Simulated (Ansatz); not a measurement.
Reaction (redistribution): `[NH2][AlH][CH2][GeH3]` + `C=[CH][AlH2]` → `C=[CH][AlH][NH2]` + `[AlH2][CH2][GeH3]`

Computed with Ansatz on PBE0-D4/def2-TZVP structures; ΔE is electronic, products minus reactants. CCSD(T)/CBS is the MP2 limit (def2-TZVPP, def2-QZVPP) plus CCSD(T) − MP2 in def2-TZVPP, frozen cores. Functionals use def2-TZVPP. B3LYP here is the variant with VWN-RPA as its local correlation; programs differ in this. For Ge outer-core shells are correlated without core-valence functions, which leaves a few kJ/mol of doubt a bond. Scalar relativity is left out up to krypton. Each species was taken in one conformer, which may not be the lowest.

(1) Is it downhill or uphill in electronic energy at CCSD(T)/CBS, and by how much? (Estimate.)

(2) What do these levels give: B3LYP-D4, ωB97M-V, PBE0, MP2/def2-TZVPP, MP2/def2-QZVPP, HF/CBS(def2)? (Best estimate.)

Largest T1 diagnostic among the species: 0.012.

## Answers

(1) Ansatz gave: Uphill: ΔE = +1.2 kcal/mol.

(2) Computed: B3LYP-D4 1.3, ωB97M-V 1.5, PBE0 1.2, MP2/def2-TZVPP 1.4, MP2/def2-QZVPP 1.3, HF/CBS(def2) 1.0 kcal/mol.
